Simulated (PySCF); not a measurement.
Species: C4H6Ge.
Numbering: `[CH:1]1=[CH:2][GeH2:3][CH:4]=[CH:5]1` (hydrogens: H6 on C1; H7 on C2; H8, H9 on Ge3; H10 on C4; H11 on C5)

Geometry (PBE0-D3(BJ)/def2-SVP, Å), atoms numbered from 1 in this order:
```xyz
11
C4H6Ge angstrom
C     -1.0425    0.7549   -0.4357
C      0.1771    1.3202   -0.3423
Ge     1.3964   -0.0524    0.2998
C     -0.0761   -1.3219    0.3577
C     -1.1798   -0.6695   -0.0578
H     -1.9276    1.3036   -0.7776
H      0.3702    2.3630   -0.6004
H      2.0313    0.2490    1.6695
H      2.5100   -0.4229   -0.6968
H     -0.0843   -2.3714    0.6572
H     -2.1638   -1.1473   -0.1254
```

Theory: core-valence-separated Tamm–Dancoff BHandHLYP/aug-pcX-1 (pcseg-1 on H, def2-SVPD on Ge) in PySCF, non-relativistic, gas phase, PBE0-D3(BJ)/def2-SVP geometry. BHandHLYP without relativity tends to put these K edges a few eV too low, so spacings mean more than positions.

The lowest roots of each edge with f over 0.003 (five at most, numbered afresh; weaker and dark ones are left out), with transition dipoles (au) in the frame of the coordinates:

```csv
root,edge,E (eV),μx,μy,μz
1,C,281.92,0.0070,-0.0097,-0.0341
2,C,281.92,-0.0225,0.0312,0.1095
3,C,282.43,-0.0240,0.0331,0.1164
4,C,285.56,-0.0618,0.0035,-0.0137
5,C,285.91,0.0009,-0.0693,0.0199
```

What are the oscillator strengths?

f = (2/3) ΔE |μ|², with ΔE in hartree (27.2114 eV):

```json
{"root": "1", "ΔE (Eh)": "10.3605", "|μ|² (au)": "0.001303", "f": "0.009", "core hole on": "C2/C4"}
{"root": "2", "ΔE (Eh)": "10.3605", "|μ|² (au)": "0.013464", "f": "0.093", "core hole on": "C2/C4"}
{"root": "3", "ΔE (Eh)": "10.3790", "|μ|² (au)": "0.015210", "f": "0.105", "core hole on": "C1/C5"}
{"root": "4", "ΔE (Eh)": "10.4942", "|μ|² (au)": "0.004017", "f": "0.028", "core hole on": "C2/C4"}
{"root": "5", "ΔE (Eh)": "10.5070", "|μ|² (au)": "0.005205", "f": "0.036", "core hole on": "C2/C4"}
```

Molecules are fixed in this frame and the field points along z. What effective strengths 3 f cos²θ do the roots have (θ between field and μ)?

root 1 (C2/C4): 0.024, root 2 (C2/C4): 0.248, root 3 (C1/C5): 0.281, root 4 (C2/C4): 0.004, root 5 (C2/C4): 0.008. Root 3 is the strongest. Averaged over all orientations cos²θ is 1/3, which gives f back. For degenerate partners only the sum has meaning, as the program may mix them freely.

 Relativistic effects, spin–orbit coupling among them, are left out although an element past zinc is present.
